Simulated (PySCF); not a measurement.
Input of a response calculation (the driver script's job line, then coordinates in Å):

```
{"job": {"kind": "uv", "xc": "B3LYP", "basis": "def2-SVPD", "ip": true, "dynamic": false}, "charge": 0, "multiplicity": 1}
C      2.258515    -0.512349     0.083548
C      0.786357    -0.304494     0.048748
C     -0.182330    -1.187711    -0.232685
C     -1.612025    -0.720226    -0.195738
C     -1.618429     0.813750    -0.173015
P      0.057542     1.332410     0.379715
S      0.894362     2.895923    -0.415512
H      2.754511     0.229936    -0.562429
H      2.657103    -0.361232     1.100656
H      2.533826    -1.522697    -0.250284
H      0.040165    -2.236450    -0.461613
H     -2.107333    -1.130190     0.703029
H     -2.181106    -1.112719    -1.054230
H     -1.714119     1.234055    -1.186072
H     -2.407863     1.254639     0.451052
H     -0.038356     1.375871     1.805312
```

Method: PySCF, TDDFT B3LYP/def2-SVPD, vertical, gas phase, core orbitals frozen in the response. Job line and output are in the format of a driver script around the code.

(1) Give the output.

Answers

(1) 
```
coarse grid: 14264 points
cycle   1  E = -934.9983634716  dE =  8.482e-01  |g| = 4.748e-01  |ddm| = 7.426e+00
cycle   2  E = -934.9377802577  dE =  6.058e-02  |g| = 6.460e-01  |ddm| = 2.253e+00
cycle   3  E = -935.0651552955  dE = -1.274e-01  |g| = 1.124e-01  |ddm| = 1.324e+00
cycle   4  E = -935.0687095876  dE = -3.554e-03  |g| = 4.296e-02  |ddm| = 3.324e-01
cycle   5  E = -935.0691872409  dE = -4.777e-04  |g| = 1.523e-02  |ddm| = 1.048e-01
cycle   6  E = -935.0692437079  dE = -5.647e-05  |g| = 4.600e-03  |ddm| = 4.153e-02
cycle   7  E = -935.0692488962  dE = -5.188e-06  |g| = 1.393e-03  |ddm| = 1.230e-02
final grid: 128064 points
cycle   8  E = -935.1818713585  dE = -3.403e-05  |g| = 5.822e-03  |ddm| = 1.410e-01
cycle   9  E = -935.1818597048  dE =  1.165e-05  |g| = 8.609e-03  |ddm| = 2.782e-02
cycle  10  E = -935.1818805485  dE = -2.084e-05  |g| = 1.015e-03  |ddm| = 1.834e-02
cycle  11  E = -935.1818808369  dE = -2.884e-07  |g| = 1.930e-04  |ddm| = 2.110e-03
cycle  12  E = -935.1818808430  dE = -6.104e-09  |g| = 1.165e-04  |ddm| = 5.866e-04
cycle  13  E = -935.1818808466  dE = -3.652e-09  |g| = 2.681e-05  |ddm| = 2.394e-04
cycle  14  E = -935.1818808468  dE = -2.058e-10  |g| = 7.919e-06  |ddm| = 9.017e-05
converged SCF energy = -935.1818808468

Static polarisability (au): isotropic 105.953, principal 82.537 103.551 131.772

Singlet excitations
state   eV       nm        f      main configurations
  1   4.4632    277.8   0.01008   H->L 0.67, H-1->L 0.32
  2   4.5433    272.9   0.00275   H-1->L 0.68, H->L 0.31
  3   5.2794    234.8   0.00100   H-1->L+1 0.90
  4   5.3509    231.7   0.01526   H->L+1 0.91
  5   5.7398    216.0   0.00428   H->L+2 0.52, H->L+3 0.28, H->L+5 0.13
  6   5.9694    207.7   0.02139   H->L+3 0.52, H->L+2 0.29, H->L+4 0.13
  7   6.0190    206.0   0.03672   H-1->L+2 0.49, H-1->L+3 0.31, H-1->L+4 0.12
  8   6.0568    204.7   0.01484   H-1->L+3 0.50, H-1->L+2 0.27
  9   6.2538    198.3   0.02529   H->L+4 0.45, H-1->L+4 0.28
 10   6.3181    196.2   0.02455   H-1->L+4 0.38, H->L+4 0.17, H->L+5 0.16

Triplet excitations (Tamm-Dancoff, eV): 4.1177 4.3542 4.4097 4.8803
Vertical ionisation energy (delta-SCF) = 8.4310 eV
```

Geometry: PBE0-D3(BJ)/def2-SVP, one conformer, isolated molecule.

The SCF starts on a coarse grid; the energy jumps when the final grid takes over, and dE counts afresh there. H and L stand for HOMO and LUMO.

The vertical ionisation energy (ΔSCF) is 8.43 eV, 2.11 eV above S10.
